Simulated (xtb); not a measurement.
C₄H₉O (SMILES CCC[CH]O), doublet, at a GFN2-xTB geometry; GFN1-xTB (xtb).

xtb was given this input:
```
$ xtb coord --gfn 1 --uhf 1 --json

# file coord
$coord
      4.5218852791      -0.4313352414      -0.0790381731  c
      1.7852723635      -0.7201498896      -0.9168588329  c
      0.0411942910       1.1749976325       0.4581386443  c
     -2.6325785414       0.9600124108      -0.3228884133  c
     -4.0799895300      -0.7796827632       0.9623613782  o
      5.7225777634      -1.7801152820      -1.0617796051  h
      5.2057585498       1.4642558939      -0.4873251808  h
      4.6952290628      -0.7605415005       1.9424975203  h
      1.1285163414      -2.6330456250      -0.5148006082  h
      1.6434440336      -0.4109573419      -2.9526401323  h
      0.1604842163       0.8260081708       2.4867349026  h
      0.7193317516       3.0866712820       0.0668051633  h
     -3.2037443508       1.4481598871      -2.2189998280  h
     -5.7263211597      -0.9041226836       0.2044975630  h
$end
```

It wrote (shortened):

```
   ID    Z sym.   atoms
    1    6 c      1-4
    2    8 o      5
    3    1 h      6-14

           -------------------------------------------------
          |                Calculation Setup                |
           -------------------------------------------------

           -------------------------------------------------
          |                 G F N 1 - x T B                 |
           -------------------------------------------------

          ...................................................
          :                      SETUP                      :
          :.................................................:
          :  # basis functions                  38          :
          :  # atomic orbitals                  38          :
          :  # shells                           28          :
          :  # electrons                        31          :
          :  # halogen bonds                     0          :
          :  max. iterations                   250          :
          :  Hamiltonian                  GFN1-xTB          :
          :  restarted?                      false          :
          :  GBSA solvation                  false          :
          :  PC potential                    false          :
          :  electronic temp.          300.0000000     K    :
          :  accuracy                    1.0000000          :
          :  -> integral cutoff          0.2500000E+02      :
          :  -> integral neglect         0.1000000E-07      :
          :  -> SCF convergence          0.1000000E-05 Eh   :
          :  -> wf. convergence          0.2000000E-04 e    :
          :  Broyden damping             0.4000000          :
          :  net charge                          0          :
          :  unpaired electrons                  1          :
          ...................................................

 iter      E             dE          RMSdq      gap      omega  full diag
   1    -18.1214876 -0.181215E+02  0.767E+00    3.74       0.0  T
   2    -18.1399567 -0.184691E-01  0.464E+00    4.65       1.0  T
   3    -18.1407298 -0.773119E-03  0.429E-01    5.11       1.0  T
   4    -18.1414115 -0.681753E-03  0.495E-02    4.97       1.0  T
   5    -18.1414255 -0.139620E-04  0.116E-02    4.97       2.3  T
   6    -18.1414260 -0.536422E-06  0.280E-03    4.97       9.6  T
   7    -18.1414261 -0.504072E-07  0.482E-04    4.97      55.4  T
   8    -18.1414261 -0.139559E-08  0.937E-05    4.97     285.3  T
[...]
         :: total energy             -17.940814276990 Eh    ::
[...]
     2c    -0.03564 -0.14807   1.031  3.005  0.000
     3c    -0.04743 -0.15210   1.028  3.020  0.000
     4c     0.12979  0.08954   1.015  2.855  0.000
     5o    -0.50888 -0.71657   1.693  4.815  0.000
     6h     0.02985  0.08140   0.970  0.000  0.000
     7h     0.02643  0.07858   0.974  0.000  0.000
     8h     0.02933  0.08154   0.971  0.000  0.000
     9h     0.03058  0.08684   0.969  0.000  0.000
    10h     0.01772  0.07302   0.982  0.000  0.000
    11h     0.04069  0.09989   0.959  0.000  0.000
    12h     0.02189  0.07786   0.978  0.000  0.000
    13h     0.00382  0.06599   0.996  0.000  0.000
    14h     0.34772  0.52049   0.652  0.000  0.000

Wiberg/Mayer (AO) data.
largest (>0.10) Wiberg bond orders for each atom

 ---------------------------------------------------------------------------
     #   Z sym  total        # sym  WBO       # sym  WBO       # sym  WBO
 ---------------------------------------------------------------------------
     1   6 c    3.997 --     2 c    1.018     7 h    0.988     8 h    0.988
                             6 h    0.985
     2   6 c    3.994 --     1 c    1.018    10 h    0.982     9 h    0.981
                             3 c    0.959
     3   6 c    3.997 --     4 c    1.058    11 h    0.974    12 h    0.971
                             2 c    0.959
     4   6 c    3.269 --     5 o    1.140     3 c    1.058    13 h    0.977
     5   8 o    2.058 --     4 c    1.140    14 h    0.872
     6   1 h    1.005 --     1 c    0.985
     7   1 h    1.005 --     1 c    0.988
     8   1 h    1.004 --     1 c    0.988
     9   1 h    1.008 --     2 c    0.981
    10   1 h    1.011 --     2 c    0.982
    11   1 h    1.007 --     3 c    0.974
    12   1 h    1.013 --     3 c    0.971
    13   1 h    1.005 --     4 c    0.977
    14   1 h    0.894 --     5 o    0.872
 ---------------------------------------------------------------------------

Topologies differ in total number of bonds
Writing topology from bond orders to xtbtopo.mol

 dipole moment from electron density (au)
     X       Y       Z
  -0.3766   0.1397  -0.6514  total (Debye):    1.945

           -------------------------------------------------
          | TOTAL ENERGY              -17.940814276990 Eh   |
          | GRADIENT NORM               0.010757927816 Eh/α |
          | HOMO-LUMO GAP               4.973123244362 eV   |
           -------------------------------------------------

normal termination of xtb
```
